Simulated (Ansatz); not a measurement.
Ansatz (a program for electronic structure) input:

Ansatz 0.2 input:
```yaml
crystal:
  periodic: [false, false, false]
  atoms:
    - {symbol: Au, position_ang: [-0.00000000, -0.00000000, -0.39913160]}
    - {symbol: Cl, position_ang: [0.00000000, 0.00000000, 1.85478802]}
basis:
  gaussian:
    orbitals: def2-TZVP
hamiltonian:
  xc: b3lyp
  dispersion: d3bj
phonons: {temperatures: {t_min: 298.15, t_max: 298.15, t_step: 100}}
```

Q: What final total energy does it print?

A: -596.02785 Eh (B3LYP-D3(BJ)/def2-TZVP). The basis has 77 functions.
